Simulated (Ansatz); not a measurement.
A CCSD(T) single point on `N[SiH](F)C[SiH3]`.

```yaml
crystal:
  periodic: [false, false, false]
  atoms:
    - {symbol: N, position_ang: [-1.839869, 0.346371, 0.455221]}
    - {symbol: Si, position_ang: [-0.696659, -0.882971, 0.723519]}
    - {symbol: F, position_ang: [-0.710336, -1.453591, 2.226739]}
    - {symbol: C, position_ang: [1.004069, -0.228223, 0.387595]}
    - {symbol: Si, position_ang: [1.170383, 0.659460, -1.254390]}
    - {symbol: H, position_ang: [-1.678146, 1.298348, 0.739991]}
    - {symbol: H, position_ang: [-2.823187, 0.144096, 0.384084]}
    - {symbol: H, position_ang: [-1.062843, -2.034635, -0.132169]}
    - {symbol: H, position_ang: [1.708177, -1.066234, 0.421579]}
    - {symbol: H, position_ang: [1.295225, 0.455088, 1.193442]}
    - {symbol: H, position_ang: [0.565663, -0.143798, -2.349989]}
    - {symbol: H, position_ang: [0.485207, 1.977552, -1.196408]}
    - {symbol: H, position_ang: [2.602717, 0.893738, -1.584515]}
basis:
  gaussian: {orbitals: def2-TZVPP}
correlation: {method: ccsd_t}
```

```sh
$ ansatz run in.yaml --threads 4 --pin off --events-out ev --progress --plain --max-ram 10444MiB
```

Log, shortened:

```
Functional definition: HF
1671 factors; integrals over basis functions are off by at most 1.4e-3 eV
mean field evaluation 1: about -21070.5825 eV, gradient 4.6e1 eV
mean field evaluation 2: about -21070.8120 eV, gradient 4.6e1 eV
mean field evaluation 4: about -21075.4308 eV, gradient 3.8e0 eV
mean field evaluation 8: about -21075.4962 eV, gradient 2.3e-1 eV
mean field -21075.49641588 eV, -774.5102077992 hartree, gradient 7.8e-6 eV, S^2 0.000000; 0 other end points of the search recorded, 0 dependent functions left out
13 core orbitals not correlated: weight in the atoms' cores, before any rotation towards them, 1.000 or more for the frozen orbitals, at most 0.000 for the correlated occupied ones
reference -21075.49641588 eV, -774.5102077992 hartree; 16, 16 occupied and 260, 260 virtual orbitals, 1671 factors
second order -24.25555507 eV of doubles, -0.00000000 eV of singles
cycle   1  -24.95514234 eV  change   -7.0e-1 eV  update   1.0e-1
cycle   2  -25.53211608 eV  change   -5.8e-1 eV  update   3.0e-2
cycle   3  -25.65071486 eV  change   -1.2e-1 eV  update   1.5e-2
cycle   4  -25.64069106 eV  change    1.0e-2 eV  update   3.3e-3
cycle   5  -25.63896490 eV  change    1.7e-3 eV  update   1.4e-3
cycle   6  -25.63936151 eV  change   -4.0e-4 eV  update   4.1e-4
cycle   7  -25.63918346 eV  change    1.8e-4 eV  update   1.4e-4
cycle   8  -25.63912590 eV  change    5.8e-5 eV  update   4.5e-5
cycle   9  -25.63914092 eV  change   -1.5e-5 eV  update   1.8e-5
perturbative correction -0.87762167 eV, -0.0322520015 hartree
Total energy: -21102.01317848 eV, -775.4846808507 hartree
```

Run time 3.8 min (4 threads of an Arm Neoverse V2 on a shared host); peak host memory 8.8 GiB.

MP2 recovers 91.5 % of the CCSD(T) correlation energy and the triples give 3.3 %; T1 = 0.0110.
